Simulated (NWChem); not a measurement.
**Ionisation of BO**

SMILES: [B]=O
```xyz
2

B      0.0000     0.0000     0.7405
O      0.0000     0.0000    -0.4628
```
Charge 0, spin multiplicity 2.

The numbers come from NWChem runs, not from measurements. Structure: optimised with UB3LYP/def2-SVP, a minimum by its harmonic frequencies.

Basis set: def2-TZVPD. The species with one electron less has spin multiplicity 1 and keeps the geometry of the parent. Δ marks differences of total energies (open shells unrestricted). −ε marks an orbital energy of the parent. That orbital need not have the symmetry of the hole or added electron in the Δ rows. That singlet is a closed-shell solution.

B3LYP has NWChem's definition, with VWN1-RPA local correlation. The structure started from a generated list of species. The unpaired electrons of the parent sit in orbitals of symmetry a1 (C2v labels of the run); other states weren't searched. The stability of the SCF solutions was not checked.

Task: Order these methods by the first vertical ionisation energy they give, lowest first: −ε(alpha HOMO) of B3LYP, −ε(alpha HOMO) of PBE, −ε(alpha HOMO) of TPSS, ΔB3LYP.

Result: −ε(alpha HOMO) of PBE (8.33 eV), −ε(alpha HOMO) of TPSS (8.54 eV), −ε(alpha HOMO) of B3LYP (9.58 eV), ΔB3LYP (13.24 eV)
